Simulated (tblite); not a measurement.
C5H9FO2Si.
Cartesian coordinates in Å at the GFN2-xTB level; atoms count from 1:
```
atom  x, y, z in Å
C1    -2.1043    0.0657    0.6086
O2    -0.9335   -0.6054    0.2084
C3    -0.4669   -0.3118   -1.0936
C4     0.6926   -1.2377   -1.3195
C5     1.6940   -1.1434   -0.4550
F6     2.7628   -1.9630   -0.5680
Si7    1.6578    0.3146    0.7538
O8     0.9102    1.4511   -0.1517
C9     0.0134    1.1520   -1.1728
H10   -2.8938   -0.0363   -0.1449
H11   -1.9247    1.1279    0.8010
H12   -2.4227   -0.4138    1.5328
H13   -1.2648   -0.4677   -1.8352
H14    0.6509   -1.9580   -2.1220
H15    0.9750   -0.0106    1.9991
H16    2.9856    0.8906    0.9180
H17    0.4982    1.3155   -2.1428
H18   -0.8385    1.8366   -1.0926
```

Method: GFN2-xTB as coded in tblite; computed harmonic values from a numerical Hessian at the method's own geometry, unscaled. This tight-binding method is rough: wavenumbers can miss measured ones by several per cent, in bad cases by 10 to 20. Modes of hydrogen on silicon can be 10 to 20 % off. One conformer, not necessarily the lowest.

Harmonic wavenumbers (cm⁻¹): 69.0, 105.9, 132.5, 157.0, 236.7, 280.1, 300.0, 330.7, 368.7, 387.0, 417.9, 523.2, 564.3, 603.8, 628.5, 694.3, 761.0, 773.5, 808.0, 824.5, 876.3, 952.5, 1013.9, 1060.9, 1099.2, 1129.4, 1134.0, 1154.6, 1176.1, 1202.8, 1249.4, 1263.4, 1304.3, 1322.6, 1401.7, 1465.8, 1474.7, 1492.7, 1670.6, 2305.7, 2333.0, 2866.8, 2903.4, 2920.1, 2928.8, 2943.3, 3023.5, 3080.6.

A = 2133, B = 1164, C = 1004 MHz; mass 148.036 u (most abundant isotopes); point group C1, symmetry number 1.

Question: What is the zero-point energy?

Answer: ½Σν̃ = 28858 cm⁻¹ = 82.51 kcal/mol.

Question: Entropy at 298.15 K, 1 bar (ideal gas, RRHO, classical rotation)?

Answer: Translation 40.91, rotation 29.25, vibration 26.10: S = 96.3 cal/(mol K).

Question: And Cp and H(298.15 K) − H(0)?

Answer: Cp = 38.85 cal/(mol K), of which vibrations give 30.90 (their classical limit is 48 R = 95.4); H(298.15 K) − H(0) = 6.78 kcal/mol without the zero-point energy, 4.41 from vibrations.

Question: Which modes carry the vibrational entropy at 298.15 K?

Answer: 69.0 cm⁻¹: 4.18; 105.9 cm⁻¹: 3.34; 132.5 cm⁻¹: 2.91; 157.0 cm⁻¹: 2.59; 236.7 cm⁻¹: 1.83; 280.1 cm⁻¹: 1.53 cal/(mol K); the other 42 give 9.72 together.

Question: What must be added to the electronic energy to get the Gibbs energy at 298.15 K and 1 bar?

Answer: ZPE + [H(298.15 K) − H(0)] − T·S = 82.51 + 6.78 − 28.70 = 60.59 kcal/mol.

Question: Blend soft modes into free rotors: weight 1/[1 + (100 cm⁻¹/ν̃)⁴] for the oscillator and the rest for a rotor with moment μB/(μ + B), μ = h/(8π²ν), B = 10⁻⁴⁴ kg m². What vibrational entropy results?

Answer: 25.00 cal/(mol K) in place of 26.10, which changes −T·S at 298.15 K by +0.33 kcal/mol.

Question: How do the functions run with temperature in this model?

Answer: 
| T (K) | S (cal/(mol K)) | Cp (cal/(mol K)) | H − H(0) (kcal/mol) | G − H(0) (kcal/mol) | ln q(vib) |
| --- | --- | --- | --- | --- | --- |
| 50 | 57.7 | 11.7 | 0.46 | -2.42 | 0.23 |
| 100 | 67.5 | 17.4 | 1.19 | -5.56 | 1.07 |
| 373.15 | 105.8 | 46.3 | 9.98 | -29.50 | 7.58 |
| 500 | 120.9 | 57.0 | 16.56 | -43.89 | 10.80 |
| 750 | 147.0 | 71.4 | 32.76 | -77.47 | 16.99 |
| 1000 | 168.9 | 80.5 | 51.84 | -117.03 | 22.75 |

q(vib) and H(0) count from the zero-point level.

Hindered rotation and anharmonicity are outside this model. Other conformers, if any are populated, would add a mixing term that is left out. The structure is chiral; the term R ln 2 for an equal mix with its mirror image is left out.
